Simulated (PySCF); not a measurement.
# Two-component Hartree-Fock for Ag (silver, neutral)

Start: [Kr] 4d10 5s1; 5s1/2 filled at m_j = +1/2. Calculated with PySCF 2.14 in x2c-TZVPall-2c with one added diffuse shell each of s, p, d type (9s10p8d1f, 86 functions): generalised Hartree-Fock with the X2C-1e Hamiltonian and a Gaussian nucleus; one run each with spin-orbit coupling (SO) switched off, then screened by Boettger's factors. This is a chosen level, not necessarily the ground level.

```
spinor shell  electrons  ε, spin-free (eV)  ε, screened SO (eV)  weight of nominal j (screened SO)  rms radius, screened SO (bohr)
       1s1/2          2           -25645.6             -25643.7                              1.000                          0.0357
       2s1/2          2            -3861.9              -3861.4                              1.000                           0.146
       2p1/2          2            -3457.1              -3578.5                              1.000                           0.127
       3s1/2          2            -744.80              -744.67                              1.000                           0.392
       3p1/2          2            -608.49              -630.68                              1.000                           0.387
       3p3/2          4            -608.49              -598.23                              1.000                           0.398
       3d3/2          4            -394.02              -397.82                              1.000                           0.374
       3d5/2          6            -394.02              -391.39                              1.000                           0.377
       4s1/2          2            -116.23              -116.22                              1.000                           0.980
       4p1/2          2            -74.613              -78.336                              1.000                            1.06
       4p3/2          4            -74.613              -72.903                              1.000                            1.09
       4d3/2          4            -13.924              -14.339                              0.998                            1.52
       4d5/2          6            -13.924              -13.650                              0.999                            1.55
       5s1/2          1             -6.485               -6.488                              1.000                            3.72
```

**Question.** Where does 2p3/2 lie, and what is the 2p spin-orbit splitting (screened SO)?

**Answer.** At -3401.1 eV, 177.35 eV above 2p1/2.

```json
{"quantity": "E (hartree)", "spin-free": "-5312.33405", "screened SO": "-5313.31673"}
{"quantity": "M_J", "spin-free": "1/2", "screened SO": "1/2"}
{"quantity": "⟨J²⟩", "spin-free": "0.752", "screened SO": "0.752"}
{"quantity": "⟨L²⟩", "spin-free": "0.000", "screened SO": "0.015"}
{"quantity": "⟨S²⟩", "spin-free": "0.752", "screened SO": "0.767"}
```

Breit and QED terms are absent; they matter most for the inner s and p1/2 levels.

Densities and radii are taken from the X2C orbitals without a picture-change correction, which distorts them close to the nucleus.

Without spin-orbit coupling the j labels of p, d and f shells carry no meaning; the spin-free column gives the mean over the occupied spinors of each nl shell.
